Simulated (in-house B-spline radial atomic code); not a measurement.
Configurations of Tc V (Tc4+), with energies counted from [Kr] 4d3. Computed with a radial B-spline atomic code at the basis-set limit: Dirac-Hartree-Fock, average of configuration, Fermi nucleus of rms radius 4.41117 fm. Energies include first-order Breit, QED and recoil terms.

Occupations are held fixed; configurations that lie above the ionisation limit could autoionise.

| configuration | E - E(ref) (eV) | highest orbital | its <r> (bohr) |
| --- | --- | --- | --- |
| [Kr] 4d2 5p1 | 19.608 | 5p3/2 | 2.798 |
| [Kr] 4d2 6s1 | 32.326 | 6s1/2 | 4.511 |
| [Kr] 4d2 6p1 | 35.349 | 6p3/2 | 5.029 |
| [Kr] 4d2 8f1 | 49.608 | 8f5/2 | 16.64 |
| [Ar] 3d10 4s2 4p5 4d3 5s1 | 56.364 | 5s1/2 | 2.435 |
| [Ar] 3d10 4s2 4p5 4d3 7s1 | 85.371 | 7s1/2 | 7.125 |
| [Ar] 3d10 4s2 4p5 4d3 7f1 | 92.261 | 7f5/2 | 12.22 |
| [Ar] 3d10 4s2 4p5 4d3 7g1 | 92.836 | 7g7/2 | 12.62 |

Problem. Order these further configurations by energy, lowest first.
A. [Kr] 4d2 6f1
B. [Kr] 4d2 8p1
C. [Ar] 3d10 4s2 4p5 4d3 6f1
D. [Kr] 4d2 7f1
E. [Kr] 4d2 7p1

Solution. E (42.451 eV), A (45.016 eV), B (46.316 eV), D (47.808 eV), C (89.433 eV).

Problem. How far above the reference does [Kr] 4d2 5s1 lie?

Solution. 12.161 eV; its least bound orbital is 5s1/2 with <r> = 2.451 bohr.

Problem. How far above the reference does [Ar] 3d10 4s2 4p5 4d3 8s1 lie?

Solution. 89.904 eV; its least bound orbital is 8s1/2 with <r> = 10.35 bohr.

Problem. How far above the reference does [Kr] 4d2 7s1 lie?

Solution. 40.908 eV; its least bound orbital is 7s1/2 with <r> = 7.145 bohr.
